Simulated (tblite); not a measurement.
Isomers of C6H2F4. Computed with GFN2-xTB (tblite): harmonic, unscaled wavenumbers at the GFN2-xTB geometry, gas phase. Against measured fundamentals such values can be off by several per cent, at times by over 20. One conformer each.

Electronic energies: GFN2-xTB at the same geometries; isomer energies are rough at this level and their order can be wrong.

```json
{"SMILES": "Fc1cc(F)c(F)cc1F", "electronic energy, lowest = 0 (kcal/mol)": "0.0"}
{"SMILES": "C#CC#C[C@@H](F)C(F)(F)F", "electronic energy, lowest = 0 (kcal/mol)": "72.5"}
{"SMILES": "Fc1cc(F)c(F)c(F)c1", "electronic energy, lowest = 0 (kcal/mol)": "0.0"}
```

Task: How do GFN2-xTB zero-point energies change the relative energies?

Result: 
```json
{"SMILES": "Fc1cc(F)c(F)c(F)c1", "ZPE (kcal/mol)": "40.9", "of it from modes above 1550 cm⁻¹": "13.5", "electronic (kcal/mol)": "0.0", "with ZPE, lowest = 0 (kcal/mol)": "0.0", "lowest mode (cm⁻¹)": "125", "rings": "1"}
{"SMILES": "Fc1cc(F)c(F)cc1F", "ZPE (kcal/mol)": "40.9", "of it from modes above 1550 cm⁻¹": "13.5", "electronic (kcal/mol)": "0.0", "with ZPE, lowest = 0 (kcal/mol)": "0.0", "lowest mode (cm⁻¹)": "114", "rings": "1"}
{"SMILES": "C#CC#C[C@@H](F)C(F)(F)F", "ZPE (kcal/mol)": "37.7", "of it from modes above 1550 cm⁻¹": "15.5", "electronic (kcal/mol)": "72.5", "with ZPE, lowest = 0 (kcal/mol)": "69.4", "lowest mode (cm⁻¹)": "37", "rings": "0"}
```

The zero-point energies span 3.2 kcal/mol, from `C#CC#C[C@@H](F)C(F)(F)F` to `Fc1cc(F)c(F)c(F)c1`. The order is unchanged, ties at the printed digit aside.

Task: What do entropy and thermal enthalpy add at 298.15 K and 1 bar (rigid rotor, harmonic oscillator, one conformer each)?

Result: 
```csv
SMILES,point group,symmetry number,S (cal/(mol K)),H − H(0) (kcal/mol),ZPE + H − H(0) − TS (kcal/mol)
Fc1cc(F)c(F)c(F)c1,C2v,2,87.0,5.64,20.6
Fc1cc(F)c(F)cc1F,D2h,4,85.7,5.64,21.0
C#CC#C[C@@H](F)C(F)(F)F,C1,1,101.2,7.01,14.6
```
